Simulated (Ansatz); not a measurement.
System: C7H13 (charge 0, doublet). It need not be the lowest isomer of its formula. 
Structure (B3LYP-D3(BJ)/def2-TZVP (Ansatz, a quantum-chemistry and plane-wave program) minimum search):
SMILES: C(=C)CCCC[CH2]
```xyz
20

C      3.7164    -0.1808     0.2294
C      2.3537    -0.7673     0.1924
C      1.2473     0.2537    -0.0810
C     -0.1495    -0.3590    -0.0820
C     -1.2548     0.6687    -0.3504
C     -2.6193     0.0552    -0.3951
C     -3.6199     0.3504     0.4246
H      3.8641     0.8559     0.5023
H      4.5942    -0.8000     0.1062
H      2.3113    -1.5675    -0.5562
H      2.1345    -1.2692     1.1502
H      1.4359     0.7381    -1.0443
H      1.2974     1.0451     0.6746
H     -0.3405    -0.8445     0.8801
H     -0.2002    -1.1496    -0.8385
H     -1.2268     1.4488     0.4158
H     -1.0475     1.1608    -1.3082
H     -2.7722    -0.7025    -1.1607
H     -3.5109     1.0970     1.2037
H     -4.5830    -0.1377     0.3472
```
Charge 0, spin multiplicity 2.

Property: atomisation energy (electronic, to ground-state atoms), in kJ/mol. Cores are frozen in the correlated levels unless marked. Open shells are spin-unrestricted. Spin-orbit coupling is left out. No relativistic terms. The coupled-cluster limit lacks core correlation, which all-electron functionals hold. CBS marks a two-point X^-3 extrapolation of the correlation energy; Hartree-Fock from the larger set. [CCSD(T)-MP2]/basis is that difference in the basis named.

| level | program | atomisation energy (kJ/mol) | minus last row |
|---|---|---|---|
| HF/cc-pVTZ | Ansatz | 6134.9 | -1929.9 |
| r2SCAN-D4/def2-TZVPD | Ansatz + dftd4 | 8099.4 | 34.6 |
| PBE0-D3(BJ)/def2-TZVPD | Ansatz + dftd3 | 8148.2 | 83.4 |
| PBE0-D4/def2-TZVPD | Ansatz + dftd4 | 8144.8 | 80.0 |
| PBE0/def2-QZVPP | Ansatz | 8121.5 | 56.7 |
| B2GP-PLYP-D3(BJ)/def2-TZVPD | Ansatz + dftd3 | 7982.6 | -82.2 |
| B2GP-PLYP-D4/def2-TZVPD | Ansatz + dftd4 | 7977.1 | -87.7 |
| MP2/cc-pVDZ | Ansatz | 7605.9 | -458.9 |
| RI-MP2/cc-pVQZ | Ansatz | 8072.0 | 7.2 |
| RI-MP2/CBS(cc-pVTZ,cc-pVQZ)+[CCSD(T)-MP2]/cc-pVTZ | Ansatz | 8064.8 | 0.0 |
